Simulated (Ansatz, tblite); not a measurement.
Cost and result up the ladder for the cluster AsS₃ (4 atoms). Charge 0, multiplicity 2. Geometry: B3LYP-D4/def2-SVP.

```xyz
4

As    0.133    0.604   -0.907
S    -0.486   -1.700    0.057
S     1.853    1.285   -0.065
S    -1.500   -0.190    0.915
```

Ansatz on 4 threads of Arm Neoverse V1 on a shared host; xTB runs through tblite on one thread. Times are rough, summed over both states, and most runs start from the orbitals of an earlier one. B2PLYP/def2-TZVP serves as the yardstick here, not as an exact answer. The other state is a quartet at its own geometry, which has other bonds, so the gap mixes isomer and spin.

The xTB rows come from tblite. HSE06 is defined as in plane-wave codes, on full-range PBE exchange. Correlated methods freeze 24 core orbitals; core or outer-core shells of As are correlated, in sets that lack core-valence functions. In CCSD on the charge 0 quartet the largest single amplitude is 0.25, so its Hartree–Fock determinant may place the open shell otherwise than the density functionals do. The structure comes from a short search, and lower isomers may exist.

Run but left out: HF/STO-3G (doublet: ⟨S²⟩ 1.49, where a pure state has 0.75); HF/def2-TZVP, MP2/def2-TZVP (quartet: ⟨S²⟩ 4.11, where a pure state has 3.75).

Correlated methods converge slowly with the basis.

xTB has no spin-polarisation term.

```
                         level  functions  wall time  quartet − doublet (eV)  difference from B2PLYP/def2-TZVP (eV)                                                              remarks
                      GFN1-xTB         36    0.009 s                    2.48                                   1.27                                                                    –
                      GFN2-xTB         36     0.01 s                    1.50                                   0.29                                                                    –
           revPBE-D4/def2-TZVP        159      4.7 s                    1.27                                   0.06                                                                    –
PBE-D4/def2-TZVP (with forces)        159        5 s                    1.30                                   0.09                                                                    –
             RPA@PBE/def2-TZVP        159      7.1 s                    1.20                                  -0.01                                                                    –
            HSE06-D4/def2-TZVP        159      8.7 s                    1.23                                   0.02                                                                    –
             PBE0-D4/def2-TZVP        159      8.8 s                    1.23                                   0.02                                                                    –
        CAM-B3LYP-D4/def2-TZVP        159       10 s                    1.07                                  -0.14                                                                    –
           r2SCAN-D4/def2-TZVP        159       13 s                    1.16                                  -0.05                                                                    –
              B2PLYP/def2-TZVP        159       14 s                    1.21                                   0.00                                                                    –
            PBE-QIDH/def2-TZVP        159       16 s                    1.31                                   0.10                              spin-contaminated (⟨S²⟩ 3.88) (quartet)
             CCSD(T)/def2-TZVP        159    3.7 min                    1.25                                   0.04  large T1 (0.048) (quartet), spin-contaminated (⟨S²⟩ 4.11) (quartet)
```
